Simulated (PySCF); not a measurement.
A GIAO shielding run with PySCF (density fitting, non-relativistic, gas phase) on `C=C[Si@H](O)N(C)CCN`, C₅H₁₄N₂OSi:

```
$ OMP_NUM_THREADS=1 python probes_run.py task.json out

{"job": {"kind": "nmr", "xc": "PBE0", "basis": "pcSseg-1"}, "charge": 0, "multiplicity": 1}
C      3.587028    -0.319350     0.321685
C      2.369732    -0.532671     0.790862
Si     0.962187     0.720166     0.747903
O      0.025138     0.621531     2.062185
N     -0.012498     0.340903    -0.629037
C      0.514377    -0.159926    -1.869972
C     -1.411245     0.687508    -0.670565
C     -2.315965    -0.436978    -0.132366
N     -2.426078    -0.346097     1.320916
H      4.372437    -1.059945     0.368542
H      3.858392     0.619416    -0.134577
H      2.164040    -1.494955     1.245967
H      1.472833     2.097590     0.724558
H     -0.848040     0.194201     1.948886
H      0.475474     0.601589    -2.659462
H      1.550117    -0.453511    -1.724108
H     -0.052195    -1.032830    -2.211995
H     -1.696768     0.911960    -1.703409
H     -1.585647     1.584317    -0.070828
H     -1.858538    -1.398682    -0.374112
H     -3.298608    -0.388115    -0.627111
H     -2.853220    -1.180444     1.706272
H     -2.997707     0.451308     1.579844
```

Hardware: 1 thread of an Arm Neoverse N1, shared host. The job also computes population analyses, field gradients.

**Question.** How large is the calculation?

**Answer.** 80 electrons, 230 basis functions and 1205 auxiliary functions.

**Question.** How long does it take, and how much memory does it need?

**Answer.** 88 s of wall time, with 14 SCF cycles and 5 response iterations; peak memory 1.1 GiB. Times on a shared host scatter by some tens of per cent.
